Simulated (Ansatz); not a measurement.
def2 core potentials replace the inner electrons of Te.

Species: C4H8OTe, SMILES `C=CCC[Te]O` (charge 0, multiplicity 1).

Task: Give a relaxed geometry from B3LYP-D3(BJ)/def2-SVP (Ansatz, a quantum-chemistry and plane-wave program).

Result: One answer among several that fit: the end point of this relaxation, one of several conformers (outside a Z-matrix the atoms follow the SMILES, hydrogens last).
Z-matrix (Å, degrees):
```
C
H 1 1.1016
H 1 1.1049 2 107.25
C 1 1.5040 2 109.94 3 119.54
C 4 1.3356 1 124.85 2 6.48
H 5 1.0935 4 121.70 1 179.28
H 5 1.0952 6 117.02 4 -179.72
H 4 1.0980 5 119.13 6 0.64
C 1 1.5298 2 108.71 3 -117.78
H 9 1.0988 1 111.16 2 -65.34
H 9 1.1027 10 108.27 1 124.02
Te 9 2.1862 10 107.43 11 113.07
O 12 2.0259 9 94.27 10 75.88
H 13 0.9688 12 105.91 9 94.28
```
